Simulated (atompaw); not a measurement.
## What one change does to a pseudopotential (C, PAW (atompaw))

| Property | Result |
| --- | --- |
| Element | carbon (C) |
| Generator | atompaw 4.2.0.5 |
| Type | PAW |
| Functional | PBE |
| Relativity | non-relativistic |
| Frozen core | [He] |
| Valence charge | 4 |
| Reference configuration | 2s1.75 2p2.25 |
| Partial waves | 2s (bound): rc 1.75 bohr; 2s channel at -0.45 Ry: rc 1.75 bohr; 2p (bound): rc 1.75 bohr; 2p channel at 1.1 Ry: rc 1.75 bohr; 3d channel at -0.2 Ry: rc 1.65 bohr |
| Local potential | bessel scheme, radius 1.30 bohr |
| Core correction | smooth core density matched at 1.00 bohr |
| Augmentation charge | sinc compensation charge, radius 1.30 bohr; PAW radius 1.75 bohr; waves and projectors: custom polynom vanderbiltortho |

All-electron outer shells of the reference configuration (PBE, non-relativistic, ld1.x):

| shell | level (eV) | outermost node (bohr) | outermost maximum (bohr) |
| --- | --- | --- | --- |
| 2s | -13.86 | 0.38 | 1.22 |
| 2p | -5.40 | – | 1.20 |

Change: local potential bessel scheme, radius 1.74 bohr.

Cutoffs: the cutoffs (Ry, on a coarse ladder) from which the occupation-weighted sum of valence levels, in a spherical-Bessel basis at the reference potential, stays within 10 and 1 mRy of its value at 400 Ry; they do not see the model core or the augmentation charge, which bear on the density cutoff.

What does the change do?

The potential gets harder (18 Ry and 25 Ry → 18 Ry and 30 Ry); neither file shows a bound ghost.

```csv
quantity,base,changed
"cutoff, loose",18 Ry,18 Ry
"cutoff, tight",25 Ry,30 Ry
bound ghosts,none,none
s: phases at 1.75 bohr within 0.05 rad from the reference energy up to (Ry; the scan ends near 5),to the end of the scan,to the end of the scan
p: phases at 1.75 bohr within 0.05 rad from the reference energy up to (Ry; the scan ends near 5),to the end of the scan,4.4
d: phases at 1.75 bohr within 0.05 rad from the reference energy up to (Ry; the scan ends near 5),to the end of the scan,to the end of the scan
lowest overlap eigenvalue by channel,"s 0.49, p 0.95, d 1.00","s 0.51, p 0.90, d 1.00"
```

 The cutoffs see the waves, projectors and local potential, not the compensation charge or the core.
